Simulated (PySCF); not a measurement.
Positional isomers: butadiene ethynyl. Isolated molecules, 0 K electronic values unless said otherwise. One relaxed conformer stands for each flexible species; it need not be the lowest. Strings in code marks are SMILES.

Calculation: ωB97X-D3(BJ)/def2-TZVP // B3LYP-D3(BJ)/def2-TZVP (PySCF). All candidates: neutral, multiplicity 1. Delta-SCF ions had no search for a lower state. Excitations are Tamm–Dancoff values on a coarser integration grid. The basis has no diffuse functions, so Rydberg states are missing or too high.

S1 excitation (TDA): 5.77 eV
brightest of the four lowest singlets (TDA): 5.88 eV
vertical ionisation energy (Delta-SCF): 8.87 eV

Which member has these values?
A. `C#C/C=C/C=C`
B. `C#CC(=C)C=C`
C. `C#C/C=C\C=C`

B, `C#CC(=C)C=C`. The others give `C#C/C=C/C=C`: 5.34 eV, 5.34 eV, 8.51 eV; `C#C/C=C\C=C`: 5.33 eV, 5.33 eV, 8.55 eV
